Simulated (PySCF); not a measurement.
Compound: C₅H₇ClN₂Si.
SMILES with atom numbers: `[Cl:1][CH2:2][SiH2:3][c:4]1[cH:5][cH:6][n:7][cH:8][n:9]1`

Structure used (GFN2-xTB), in Å, numbered top down from 1:
```xyz
16
C5H7ClN2Si angstrom
Cl    -4.2557    0.2532    0.0384
C     -2.5253    0.4835    0.4134
Si    -1.4837   -0.4476   -0.8799
C      0.3360   -0.1622   -0.4231
C      1.4027   -0.6895   -1.1460
C      2.6809   -0.3987   -0.6963
N      2.8935    0.3489    0.3759
C      1.8198    0.8056    0.9947
N      0.5646    0.5912    0.6535
H     -2.3425    1.5556    0.4115
H     -2.3712    0.1139    1.4244
H     -1.7739   -1.8834   -0.8367
H     -1.7375    0.0837   -2.2218
H      1.2303   -1.2978   -2.0189
H      3.5660   -0.7674   -1.2003
H      1.9884    1.4200    1.8712
```

NICS is the negative of the GIAO shielding at a point without a nucleus: at the ring centre (0) and 1 Å above and below it (1); zz is the component along the ring normal. Level: GIAO PBE0/pcSseg-1 (PySCF, non-relativistic, gas phase) on the GFN2-xTB geometry, one conformer.

Ring bond lengths (Å), with Mayer bond orders in brackets: C4–C5 1.392 (1.37), C5–C6 1.386 (1.40), C6–N7 1.324 (1.47), N7–C8 1.321 (1.47), C8–N9 1.318 (1.48), N9–C4 1.334 (1.42).

Question: Give the NICS values of each ring in ppm.

Answer: 
```
             ring                                                 type  NICS(0)  NICS(1), two faces  NICS(1)zz, two faces  rms pucker (Å)  centre to ring atoms, mean (Å)
C4–C5–C6–N7–C8–N9  6-membered ring with 2 N; formal bonds all aromatic     -5.3       -10.8 / -10.8         -27.0 / -27.1            0.00                            1.35
```

Question: What do they say, and how far can they be read as aromaticity?

Answer: 
- C4–C5–C6–N7–C8–N9: mean NICS(1)zz -27.0 ppm, shielded. For a flat ring without four-coordinate atoms the NICS criterion counts such a value as aromatic. NICS(0) lies 5 ppm above the mean NICS(1).

Question: How equal are the bonds by HOMA? HOMA takes Krygowski's 1993 parameters.

Answer: 
- C4–C5–C6–N7–C8–N9: HOMA 0.99; the largest term is that of C8–N9, α(R − Ropt)² = 0.02. The geometric and the magnetic index point the same way.

Question: What are the shieldings of the ring atoms and their hydrogens in the same run (means over atoms taken as equivalent)?

Answer: 
```json
{"atoms": "C4", "environment": "substituted aromatic carbon", "σ isotropic (ppm)": "9.7", "principal values of the symmetric part, first atom (ppm)": "-100.4, -27.6, 157.1"}
{"atoms": "C5", "environment": "aromatic CH carbon", "σ isotropic (ppm)": "52.5", "principal values of the symmetric part, first atom (ppm)": "-75.6, 59.0, 173.9"}
{"atoms": "C6", "environment": "aromatic CH next to a ring nitrogen", "σ isotropic (ppm)": "25.6", "principal values of the symmetric part, first atom (ppm)": "-89.7, 14.3, 152.4"}
{"atoms": "N7", "environment": "pyridine-type nitrogen", "σ isotropic (ppm)": "-66.5", "principal values of the symmetric part, first atom (ppm)": "-331.8, -164.4, 296.7"}
{"atoms": "C8", "environment": "aromatic CH next to a ring nitrogen", "σ isotropic (ppm)": "22.5", "principal values of the symmetric part, first atom (ppm)": "-76.9, 18.3, 126.1"}
{"atoms": "N9", "environment": "pyridine-type nitrogen", "σ isotropic (ppm)": "-81.0", "principal values of the symmetric part, first atom (ppm)": "-352.2, -184.1, 293.2"}
{"atoms": "H14", "environment": "aromatic hydrogen", "σ isotropic (ppm)": "24.14", "principal values of the symmetric part, first atom (ppm)": "21.1, 21.8, 29.5"}
{"atoms": "H15", "environment": "aromatic hydrogen", "σ isotropic (ppm)": "22.74", "principal values of the symmetric part, first atom (ppm)": "18.8, 22.5, 26.9"}
{"atoms": "H16", "environment": "aromatic hydrogen", "σ isotropic (ppm)": "22.17", "principal values of the symmetric part, first atom (ppm)": "17.2, 23.0, 26.3"}
```
